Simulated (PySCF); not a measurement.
SiH2Cl2, SMILES Cl[SiH2]Cl.

Geometry: B3LYP-D3(BJ)/def2-TZVP. The isomer is the one that the SMILES or the coordinates give; other isomers of the formula were not compared.

Calculation: B3LYP-D3(BJ)/def2-TZVP run with PySCF 2.14.0.

Frequencies are harmonic and unscaled.

```tsv
mode	ν (cm⁻¹)	IR (km/mol)	Raman (Å⁴/amu)	depolarisation	moving atoms (share of kinetic energy)
1	185	2.5	3.5	0.66	Cl 78 %, Si 21 %
2	515	43.3	10.4	0.08	Cl 52 %, Si 45 %
3	574	135.5	4.2	0.75	Si 57 %, Cl 39 %
4	597	35.0	3.1	0.75	H 80 %, Si 17 %
5	712	0.0	8.7	0.75	H 99 %
6	880	239.9	4.5	0.75	H 92 %
7	962	111.4	10.0	0.68	H 96 %
8	2276	65.8	202.5	0.06	H 98 %
9	2291	87.0	73.2	0.75	H 95 %
```
